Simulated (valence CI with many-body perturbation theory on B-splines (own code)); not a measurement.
# Sr XXXII: electric-dipole lines

Level of theory: configuration interaction combined with many-body perturbation theory (CI+MBPT): five valence electrons over a frozen Dirac-Fock core [He], radial functions for each j: 11 s, 11 p, 10 d, 8 f, 5 g, 2 h, with the one-electron correlation potential Σ1 (screened to all orders), the two-electron term Σ2, the three-electron term Σ3, Breit, model QED; selected single and double excitations, second order for the rest, scaled by the run's own slope (own B-spline code, finite nucleus).

No measured spectrum was set against this ion. As an estimate, large intervals hold to a few tenths of a per cent, small ones and those within an open d or f shell to about a per cent. Among the levels kept, up to 5800 cm⁻¹ of a level comes from second order outside the variational space, and about a tenth of that is noise between levels of different J, which matters for small intervals.

Lines 151 to 200 of 595 in falling wavelength, among levels below 190.90 Ry, chosen from the strongest by gf and those to the six lowest levels. Wavelengths and rates use the calculated energies. Electric multipoles are in the length gauge with retardation, E1 and E2 with the static RPA response of the core. Weak lines are less certain than strong ones. Lines between different terms over intervals too small for the method are left out, as are lines whose strength nearly cancels. The highest levels of a list are the least certain.

Levels are named by their leading jj configuration (3d3/2^4 stands for four electrons in 3d with j = 3/2), which in mixed levels can hold well under half, so a name can repeat and another be missing. Letters in brackets count levels of one name in rising energy.

| λ vac (Å) | Upper | Lower | A (s⁻¹) | S (a.u.) |
| --- | --- | --- | --- | --- |
| 180.4 | (2s 2p1/2 2p3/2^2 3d3/2) J=3/2 [c] | (2s 2p1/2 2p3/2^2 3p1/2) J=1/2 [a] | 9.27e+09 | 1.07e-01 |
| 180.2 | (2s 2p1/2^2 2p3/2 3d3/2) J=5/2 [b] | (2s^2 2p3/2^2 3d3/2) J=3/2 [a] | 4.66e+09 | 8.08e-02 |
| 180.1 | (2s 2p1/2 2p3/2^2 3d3/2) J=7/2 [c] | (2s 2p1/2 2p3/2^2 3p1/2) J=5/2 [c] | 6.10e+09 | 1.41e-01 |
| 178.7 | (2s 2p1/2 2p3/2^2 3d3/2) J=3/2 [d] | (2s 2p1/2 2p3/2^2 3p1/2) J=1/2 [b] | 4.97e+09 | 5.60e-02 |
| 177.8 | (2s 2p1/2 2p3/2^2 3d3/2) J=5/2 [c] | (2s 2p1/2 2p3/2^2 3p1/2) J=3/2 [c] | 3.30e+09 | 5.49e-02 |
| 177.8 | (2s^2 2p1/2^2 3d3/2) J=3/2 | (2s^2 2p1/2^2 3p1/2) J=1/2 | 1.03e+10 | 1.15e-01 |
| 177.6 | (2s 2p1/2 2p3/2^2 3d3/2) J=3/2 [a] | (2s 2p1/2 2p3/2^2 3p1/2) J=3/2 [a] | 6.77e+09 | 7.49e-02 |
| 177.1 | (2s 2p1/2 2p3/2^2 3d3/2) J=5/2 [a] | (2s 2p1/2 2p3/2^2 3p1/2) J=3/2 [a] | 3.17e+09 | 5.21e-02 |
| 176.3 | (2s^2 2p1/2 2p3/2 3p3/2) J=5/2 [b] | (2s^2 2p1/2 2p3/2 3s) J=3/2 [b] | 9.74e+09 | 1.58e-01 |
| 176.0 | (2s 2p1/2 2p3/2^2 3d3/2) J=7/2 [a] | (2s 2p1/2 2p3/2^2 3p1/2) J=5/2 [a] | 6.21e+09 | 1.34e-01 |
| 175.9 | (2s^2 2p3/2^2 3d3/2) J=3/2 [b] | (2s^2 2p3/2^2 3p1/2) J=1/2 | 1.03e+10 | 1.10e-01 |
| 175.5 | (2s 2p1/2 2p3/2^2 3d5/2) J=5/2 [d] | (2s 2p1/2 2p3/2^2 3p1/2) J=3/2 [b] | 3.87e+09 | 6.20e-02 |
| 175.1 | (2s^2 2p1/2 2p3/2 3d3/2) J=3/2 [a] | (2s^2 2p1/2 2p3/2 3p1/2) J=1/2 | 6.02e+09 | 6.38e-02 |
| 174.0 | (2s 2p1/2 2p3/2^2 3d5/2) J=9/2 [b] | (2s 2p1/2 2p3/2^2 3p3/2) J=7/2 [a] | 2.16e+09 | 5.62e-02 |
| 174.0 | (2s 2p1/2^2 2p3/2 3p3/2) J=1/2 [b] | (2s 2p1/2^2 2p3/2 3s) J=1/2 | 1.29e+10 | 6.73e-02 |
| 173.7 | (2s 2p1/2 2p3/2^2 3d3/2) J=1/2 [a] | (2s 2p1/2 2p3/2^2 3p1/2) J=3/2 [a] | 1.03e+10 | 5.35e-02 |
| 171.4 | (2s^2 2p3/2^2 3d5/2) J=5/2 [a] | (2s^2 2p3/2^2 3p3/2) J=5/2 | 3.40e+09 | 5.08e-02 |
| 170.0 | (2s^2 2p1/2 2p3/2 3d3/2) J=1/2 [a] | (2s^2 2p1/2 2p3/2 3p1/2) J=1/2 | 9.22e+09 | 4.47e-02 |
| 167.2 | (2s^2 2p1/2 2p3/2 3p3/2) J=5/2 [b] | (2s^2 2p1/2 2p3/2 3s) J=5/2 | 6.37e+09 | 8.81e-02 |
| 166.6 | (2s 2p1/2 2p3/2^2 3d5/2) J=9/2 [b] | (2s 2p1/2 2p3/2^2 3p1/2) J=7/2 | 2.09e+09 | 4.78e-02 |
| 162.8 | (2s 2p1/2^2 2p3/2 3p3/2) J=5/2 [a] | (2s 2p1/2^2 2p3/2 3s) J=5/2 | 6.51e+09 | 8.32e-02 |
| 159.0 | (2s^2 2p1/2 2p3/2 3d3/2) J=5/2 [b] | (2s^2 2p1/2 2p3/2 3p1/2) J=5/2 | 4.04e+09 | 4.80e-02 |
| 158.1 | (2s 2p3/2^3 3p3/2) J=1/2 [b] | (2s 2p3/2^3 3s) J=1/2 | 1.80e+10 | 7.03e-02 |
| 157.2 | (2s 2p1/2 2p3/2^2 3p3/2) J=3/2 [f] | (2s 2p1/2 2p3/2^2 3s) J=3/2 [c] | 5.39e+09 | 4.13e-02 |
| 157.2 | (2s^2 2p1/2 2p3/2 3p3/2) J=1/2 [b] | (2s^2 2p1/2 2p3/2 3s) J=3/2 [b] | 1.77e+10 | 6.80e-02 |
| 151.1 | (2s^2 2p3/2^2 3p3/2) J=3/2 [a] | (2s^2 2p3/2^2 3s) J=3/2 | 1.63e+10 | 1.11e-01 |
| 139.3 | (2s 2p1/2^2 2p3/2 3d5/2) J=7/2 [a] | (2s 2p1/2^2 2p3/2 3p1/2) J=5/2 | 3.46e+09 | 3.69e-02 |
| 106.9 | (2s 2p1/2 2p3/2^2 3s) J=7/2 | (2s^2 2p3/2^2 3s) J=5/2 | 8.13e+09 | 3.92e-02 |
| 102.6 | (2s 2p1/2^2 2p3/2^2) J=5/2 | (2s^2 2p1/2 2p3/2^2) J=5/2 | 2.33e+09 | 7.44e-03 |
| 98.07 | (2p1/2^2 2p3/2^2 3s) J=5/2 | (2s 2p1/2 2p3/2^2 3s) J=3/2 [d] | 1.18e+10 | 3.29e-02 |
| 92.07 | (2s 2p1/2^2 2p3/2^2) J=5/2 | (2s^2 2p1/2 2p3/2^2) J=3/2 | 7.46e+09 | 1.73e-02 |
| 88.28 | (2s 2p1/2^2 2p3/2^2) J=1/2 | (2s^2 2p1/2 2p3/2^2) J=1/2 | 7.92e+09 | 5.38e-03 |
| 87.07 | (2s 2p1/2 2p3/2^3) J=5/2 | (2s^2 2p3/2^3) J=3/2 | 9.79e+09 | 1.91e-02 |
| 82.57 | (2p1/2^2 2p3/2^3) J=3/2 | (2s 2p1/2 2p3/2^3) J=3/2 [b] | 3.23e+10 | 3.59e-02 |
| 79.50 | (2p1/2 2p3/2^4) J=1/2 | (2s 2p3/2^4) J=1/2 | 4.98e+10 | 2.47e-02 |
| 78.46 | (2s 2p1/2^2 2p3/2^2) J=3/2 | (2s^2 2p1/2 2p3/2^2) J=5/2 | 5.06e+09 | 4.83e-03 |
| 72.60 | (2p1/2^2 2p3/2^2 3s) J=3/2 | (2s 2p1/2 2p3/2^2 3s) J=5/2 [b] | 2.75e+10 | 2.08e-02 |
| 71.66 | (2s 2p3/2^3 3p1/2) J=3/2 [b] | (2s 2p1/2 2p3/2^2 3s) J=5/2 [b] | 3.26e+10 | 2.37e-02 |
| 71.15 | (2s 2p1/2 2p3/2^3) J=3/2 [b] | (2s^2 2p3/2^3) J=3/2 | 1.51e+10 | 1.07e-02 |
| 70.58 | (2p1/2^2 2p3/2^2 3s) J=5/2 | (2s 2p1/2 2p3/2^2 3s) J=7/2 | 4.32e+10 | 4.50e-02 |
| 70.00 | (2s 2p1/2 2p3/2^2 3p3/2) J=7/2 [b] | (2s^2 2p1/2 2p3/2 3p3/2) J=5/2 [b] | 1.52e+10 | 2.05e-02 |
| 69.65 | (2s 2p1/2 2p3/2^2 3d5/2) J=9/2 [a] | (2s^2 2p1/2 2p3/2 3d5/2) J=7/2 [a] | 1.79e+10 | 2.99e-02 |
| 68.98 | (2s 2p1/2 2p3/2^2 3s) J=5/2 [a] | (2s^2 2p1/2 2p3/2 3s) J=3/2 [a] | 3.46e+10 | 3.37e-02 |
| 68.17 | (2s 2p1/2 2p3/2^2 3p3/2) J=7/2 [a] | (2s^2 2p1/2 2p3/2 3p3/2) J=5/2 [a] | 1.43e+10 | 1.78e-02 |
| 68.12 | (2p1/2^2 2p3/2^3) J=3/2 | (2s 2p1/2 2p3/2^3) J=5/2 | 6.43e+10 | 4.01e-02 |
| 67.48 | (2s 2p1/2 2p3/2^2 3p1/2) J=5/2 [a] | (2s^2 2p1/2 2p3/2 3p1/2) J=3/2 [a] | 2.20e+10 | 2.01e-02 |
| 67.16 | (2s 2p1/2 2p3/2^2 3d5/2) J=11/2 | (2s^2 2p1/2 2p3/2 3d5/2) J=9/2 | 1.32e+10 | 2.38e-02 |
| 66.25 | (2s 2p1/2 2p3/2^2 3s) J=7/2 | (2s^2 2p1/2 2p3/2 3s) J=5/2 | 2.36e+10 | 2.71e-02 |
| 66.17 | (2s 2p1/2 2p3/2^2 3p3/2) J=9/2 | (2s^2 2p1/2 2p3/2 3p3/2) J=7/2 | 1.53e+10 | 2.19e-02 |
| 63.81 | (2p1/2^2 2p3/2^2 3s) J=5/2 | (2s 2p1/2 2p3/2^2 3s) J=5/2 [a] | 3.09e+10 | 2.38e-02 |
